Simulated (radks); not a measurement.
Problem. Species: the terbium ion Tb51+. Configuration: [Ne] 3s2 3p2. Method: scalar-relativistic Kohn-Sham, exchange-only LDA, spin-polarised, spherical densities, point nucleus; open shells are filled with parallel spins first (spin-orbit coupling, left out, can overturn this in heavy ions); computed with a radial shooting solver on a logarithmic mesh with Libxc functionals. Some entries of the table are withheld. Estimate them.

| orbital | occ. | eigenvalue (eV) | <r^2> (bohr^2) |
|---|---|---|---|
| 1s up | 1 | -55509.47 | 0.0006317 |
| 1s down | 1 | -55502.37 | 0.0006316 |
| 2s up | 1 | -12111.88 | 0.009626 |
| 2s down | 1 | -12105.31 | 0.009616 |
| 2p up | 3 | -11191.78 | (1) |
| 2p down | 3 | -11183.98 | (2) |
| 3s up | 1 | -4865.242 | (3) |
| 3s down | 1 | -4842.584 | (4) |
| 3p up | 2 | -4587.474 | (5) |
| 3p down | 0 | -4564.778 | (6) |

Solution. 
(1) 2p up <r^2> (bohr^2): 0.007715
(2) 2p down <r^2> (bohr^2): 0.007709
(3) 3s up <r^2> (bohr^2): 0.05404
(4) 3s down <r^2> (bohr^2): 0.05414
(5) 3p up <r^2> (bohr^2): 0.05194
(6) 3p down <r^2> (bohr^2): 0.05204
